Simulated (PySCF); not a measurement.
SMILES C#CCC[SeH], GFN2-xTB optimised geometry.

```
11

C      1.62    -0.67    -0.01
C      0.43    -0.73     0.00
C     -1.02    -0.73     0.00
C     -1.58     0.69     0.00
Se    -1.20     1.66    -1.68
H      2.67    -0.66    -0.01
H     -1.38    -1.28    -0.88
H     -1.38    -1.25     0.89
H     -2.67     0.68     0.08
H     -1.17     1.28     0.82
H      0.23     1.42    -1.61
```

Density from PySCF with B3LYP/def2-TZVP at that geometry.

Minimum of the electron density along straight lines between bonded atoms, close to the bond critical point (lines longer than 1.1 times the sum of covalent radii, or with two minima, are not listed):

| bond | length / Å | ρ at the minimum / e bohr⁻³ | ∇²ρ there / e bohr⁻⁵ | position (fraction from the first atom) |
|---|---|---|---|---|
| C1–C2 | 1.197 | 0.425 | -1.24 | 0.48 |
| C2–C3 | 1.449 | 0.279 | ___ | 0.54 |
| C3–C4 | 1.525 | 0.247 | -0.62 | 0.50 |
| C4–Se5 | 1.976 | 0.143 | -0.14 | 0.48 |
| C1–H6 | 1.049 | 0.301 | -1.15 | 0.66 |
| C3–H7 | 1.094 | 0.280 | -0.97 | 0.65 |
| C3–H8 | 1.095 | 0.278 | -0.96 | 0.64 |
| C4–H9 | 1.092 | 0.282 | -0.98 | 0.64 |
| C4–H10 | 1.091 | 0.284 | -0.99 | 0.65 |
| Se5–H11 | 1.444 | ___ | ___ | 0.63 |

### Question
Some entries are withheld; supply them.

### Answer

- C2–C3, ∇²ρ there / e bohr⁻⁵: -0.79
- Se5–H11, ρ at the minimum / e bohr⁻³: 0.186
- Se5–H11, ∇²ρ there / e bohr⁻⁵: -0.34
